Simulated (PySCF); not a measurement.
Al(H)3, SMILES [AlH3] (H₃Al), CAM-B3LYP/def2-SVP optimised geometry.

```
4

Al    -0.40     0.00     0.00
H     -1.19    -1.37     0.00
H      1.19     0.00     0.00
H     -1.19     1.37     0.00
```

Density from PySCF with CAM-B3LYP/def2-TZVP at that geometry.

Minimum of the electron density along straight lines between bonded atoms, close to the bond critical point (lines longer than 1.1 times the sum of covalent radii, or with two minima, are not listed):

```tsv
bond	length / Å	ρ at the minimum / e bohr⁻³	∇²ρ there / e bohr⁻⁵	position (fraction from the first atom)
Al1–H2	1.582	0.084	0.20	0.50
Al1–H3	1.582	0.084	0.20	0.50
Al1–H4	1.582	0.084	0.20	0.50
```
